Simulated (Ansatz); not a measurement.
Reaction (ligand exchange at the Al–F bond): `[NH2][Al]([OH])[F]` + `C=N` → `C=[N][Al]([NH2])[OH]` + H–F

Calculated with Ansatz (gas phase, PBE0-D4/def2-TZVP geometries, no zero-point term in ΔE). CBS: MP2 limit from def2 TZ/QZ plus the TZ coupled-cluster correction, frozen cores. This one scheme is used for every species. Functionals use def2-TZVPP. B3LYP here is the variant with VWN-RPA as its local correlation; programs differ in this. Each species was taken in one conformer, which may not be the lowest.

```tsv
level	ΔE (kJ/mol)	difference from CCSD(T)/CBS
PBE0-D4	118.3	-5.9
ωB97X-V	125.8	1.6
B2PLYP	127.0	2.8
r2SCAN	125.6	1.4
B3LYP	127.6	3.4
HF/def2-TZVPP	132.4	8.2
CCSD(T)/def2-TZVPP	125.6	1.4
HF/def2-QZVPP	133.7	9.5
MP2/CBS(def2)	120.9	-3.3
CCSD/CBS(def2)	125.6	1.4
CCSD(T)/CBS	124.2	0
```

Largest T1 diagnostic among the species: 0.012.

The D4 term adds −5.9 kJ/mol with B3LYP and −3.5 kJ/mol with PBE0; it sums over pairs of atoms, weighted by their polarisabilities, and B3LYP, whose exchange is more repulsive, gets the larger term. In def2-TZVPP, CCSD(T) changes the Hartree–Fock value by −6.8 kJ/mol (the triples alone add −1.5 kJ/mol) and MP2 by −10.1 kJ/mol.
